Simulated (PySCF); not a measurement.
(1R)-1-chloro-1,2,2-trifluoroethane (C2H2ClF3), SMILES FC(F)[C@H](F)Cl.

Geometry: PBE-D3(BJ)/def2-SVP. Other conformers were not sampled.

These are TDDFT-PBE/def2-SVPD in PySCF 2.14.0 values and carry that method's errors.

Vertical excitations. The molecule is in vacuum.

**Question.** Estimate the UV-visible absorptions. (Estimate from the structure and the level; the computed values follow.)

**Answer.** 
```tsv
state	energy (eV)	λ (nm)	f	main pairs
S1	6.80	182	0.003	HOMO→LUMO 99 %
S2	7.33	169	0.003	HOMO−1→LUMO 98 %
S3	7.54	164	0.010	HOMO→LUMO+1 99 %
S4	7.68	161	0.008	HOMO−2→LUMO 95 %
S5	8.01	155	0.029	HOMO−1→LUMO+1 94 %
S6	8.20	151	0.010	HOMO→LUMO+2 99 %
S7	8.48	146	0.017	HOMO−3→LUMO 57 %, HOMO−2→LUMO+1 18 %, HOMO−4→LUMO 12 %, HOMO−1→LUMO+2 10 %
S8	8.55	145	0.011	HOMO−2→LUMO+1 68 %, HOMO→LUMO+3 17 %
S9	8.56	145	0.025	HOMO→LUMO+3 81 %, HOMO−2→LUMO+1 12 %
S10	8.69	143	0.010	HOMO−1→LUMO+2 65 %, HOMO−4→LUMO 31 %
T1	6.20	200	0	HOMO→LUMO 99 %
T2	6.59	188	0	HOMO−1→LUMO 99 %
T3	7.26	171	0	HOMO−2→LUMO 96 %
T4	7.35	169	0	HOMO→LUMO+1 97 %
```
Triplets are in the Tamm–Dancoff approximation, which puts them higher than full response would, so one can lie above its singlet here.
